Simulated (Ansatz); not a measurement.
`[CH3][AlH][S]C` + `[NH2][AlH2]` → `[CH3][AlH][NH][AlH2]` + CH₃SH at 400 K and 1 bar (ligand exchange at the Al–S bond).

Isolated molecules relaxed with PBE0-D4/def2-TZVP in Ansatz; ΔE leaves out vibrations. CCSD(T)/CBS is the MP2 limit (def2-TZVPP, def2-QZVPP) plus CCSD(T) − MP2 in def2-TZVPP, frozen cores. This one scheme is used for every species. One conformer a species, not always the lowest.

```json
{"species": "`[CH3][AlH][S]C`", "CCSD(T)/CBS energy (Eh)": "-720.14936", "H − E (kJ/mol)": "248.9", "S (J/(mol·K))": "397.2"}
{"species": "`[NH2][AlH2]`", "CCSD(T)/CBS energy (Eh)": "-299.14566", "H − E (kJ/mol)": "122.0", "S (J/(mol·K))": "272.0"}
{"species": "`[CH3][AlH][NH][AlH2]`", "CCSD(T)/CBS energy (Eh)": "-581.06085", "H − E (kJ/mol)": "225.4", "S (J/(mol·K))": "398.7"}
{"species": "CH₃SH", "CCSD(T)/CBS energy (Eh)": "-438.22835", "H − E (kJ/mol)": "138.7", "S (J/(mol·K))": "269.4"}
```

H − E and S are ideal-gas, rigid-rotor, harmonic terms from PBE0-D4/def2-TZVP, for one conformer and one mirror image of each species. 1 Eh = 2625.50 kJ/mol, R = 8.31446 J/(mol·K).

By hand: ΔE, ΔH, ΔS and ΔG.

ΔE = (-581.06085) + (-438.22835) − (-720.14936) − (-299.14566) = 0.00582 Eh = 15.3 kJ/mol. Δ(H − E) = 225.4 + 138.7 − 248.9 − 122.0 = -6.8, so ΔH = 8.5 kJ/mol. ΔS = 398.7 + 269.4 − 397.2 − 272.0 = -1.1 J/(mol·K). ΔG = 8.5 − 400 × (-1.1)/1000 = 8.9 kJ/mol.

By hand: the equilibrium constant, and the temperature at which ΔG would vanish if ΔH and ΔS stayed fixed.

log₁₀ K = −ΔG/(RT ln 10) = -1.2. ΔH and −TΔS have one sign here, so there is no such temperature.

The number of gas molecules stays the same, so ΔS is small and ΔH decides. A doubt of 5 kJ/mol in ΔE shifts log₁₀ K by 0.7 here. Other conformers and mirror images would add mixing entropy, several J/(mol·K) or more a flexible species. Modes under 60 cm⁻¹, often nearly free rotors, make the harmonic entropy too high. These are equilibria of isolated gas molecules and say nothing of rates. Largest T1 diagnostic: 0.011 (customary marks: 0.02 for closed shells, 0.045 for open ones).

ΔS is within the doubt of such terms, so its sign, and with it that verdict, could turn.
